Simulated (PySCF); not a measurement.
Correlation energy of Ar+ (argon, charge +1)

[Ne] 3s2 3p4 4s1, high-spin 4P determinant (an excited configuration). Calculation: PySCF 2.14, in aug-cc-pwCVTZ; no relativity, point nucleus. Frozen: 1s2; 15 electrons correlated.

| level | correlation energy (mhartree) |
| --- | --- |
| CCSD | -453.62 |
| (T) | -8.03 |
| CCSD(T) | -461.65 |

Diagnostics: T1 = 0.0081, D1 = 0.0309, largest double amplitude 0.042.

The outer electron is Rydberg-like, and this basis confines it to a smaller radius and binds it less than a complete one would.

Cost of the coupled-cluster step: about 40 core-seconds, for 15 correlated electrons.

Iterations:

```
CC2 = 0
CCSD nocc = (np.int64(9), np.int64(6)), nmo = (74, 74)
frozen orbitals [[0], [0]]
max_cycle = 100
direct = 0
conv_tol = 1e-08
conv_tol_normt = 1e-06
diis_space = 8
diis_start_cycle = 0
Init t2, MP2 energy = -0.431866423576338
Init E_corr(UCCSD) = -0.431866423576357
cycle = 1  E_corr(UCCSD) = -0.446875195353326  dE = -0.0150087718  norm(t1,t2) = 0.0433831
cycle = 2  E_corr(UCCSD) = -0.451715004660937  dE = -0.00483980931  norm(t1,t2) = 0.0141979
cycle = 3  E_corr(UCCSD) = -0.453660219924359  dE = -0.00194521526  norm(t1,t2) = 0.00608053
cycle = 4  E_corr(UCCSD) = -0.453628240439883  dE = 3.19794845e-05  norm(t1,t2) = 0.00153836
cycle = 5  E_corr(UCCSD) = -0.453599221570891  dE = 2.9018869e-05  norm(t1,t2) = 0.00104994
cycle = 6  E_corr(UCCSD) = -0.453625321333531  dE = -2.60997626e-05  norm(t1,t2) = 0.00058338
cycle = 7  E_corr(UCCSD) = -0.453619126711591  dE = 6.19462194e-06  norm(t1,t2) = 0.000152874
cycle = 8  E_corr(UCCSD) = -0.453618088576262  dE = 1.03813533e-06  norm(t1,t2) = 8.0589e-05
cycle = 9  E_corr(UCCSD) = -0.453620445914192  dE = -2.35733793e-06  norm(t1,t2) = 5.3438e-05
cycle = 10  E_corr(UCCSD) = -0.4536192254623  dE = 1.22045189e-06  norm(t1,t2) = 2.09685e-05
cycle = 11  E_corr(UCCSD) = -0.453619435065487  dE = -2.09603187e-07  norm(t1,t2) = 4.25714e-06
cycle = 12  E_corr(UCCSD) = -0.453619327705138  dE = 1.07360348e-07  norm(t1,t2) = 9.47217e-07
cycle = 13  E_corr(UCCSD) = -0.453619311884438  dE = 1.58207002e-08  norm(t1,t2) = 1.5261e-07
cycle = 14  E_corr(UCCSD) = -0.453619310344742  dE = 1.53969631e-09  norm(t1,t2) = 3.39372e-08
UCCSD converged
E(UCCSD) = -526.1442006051602  E_corr = -0.4536193103447418
UCCSD(T) correction = -0.0080272196288417
```
